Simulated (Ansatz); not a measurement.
Input file for Ansatz (an electronic-structure program): U-PBE0/def2-TZVPP on HfCl, 2S+1 = 4, a spin state set in the input, which need not be the lowest, a point of a bond scan (R = 2.357 Å). Elements past Kr take the def2 small-core potentials; no spin–orbit coupling.

Ansatz 0.2 input:
```yaml
crystal:
  periodic: [false, false, false]
  atoms:
    - {symbol: Hf, position_ang: [0.00000000, 0.00000000, 0.00000000]}
    - {symbol: Cl, position_ang: [0.00000000, 0.00000000, 2.35744400]}
basis:
  gaussian:
    orbitals: def2-TZVPP
    pivot_positions_ang: [[0.00000000, 0.00000000, 0.00000000], [0.00000000, 0.00000000, 2.35744400]]
hamiltonian:
  xc: {name: PBE0}
magnetization: {spin_polarized: true, initial_magnetization: 3}
output: {forces: true, orbitals: {seedname: ./end}}
```

The head of its log:

```
WARN ansatz: RAYON_NUM_THREADS=2 ignored (pool sized by the plan → 2); use --threads N
Functional definition: PBE0
integrals: 0.03 GiB planned
729 factors; their error is unknown
mean field: 0.38 GiB planned
mean field evaluation 1: about -13822.3918 eV, gradient 1.2e1 eV
mean field evaluation 2: about -13822.6124 eV, gradient 1.2e1 eV
```

Question: Give the final energy of this run.

Answer: -508.0020 hartree.
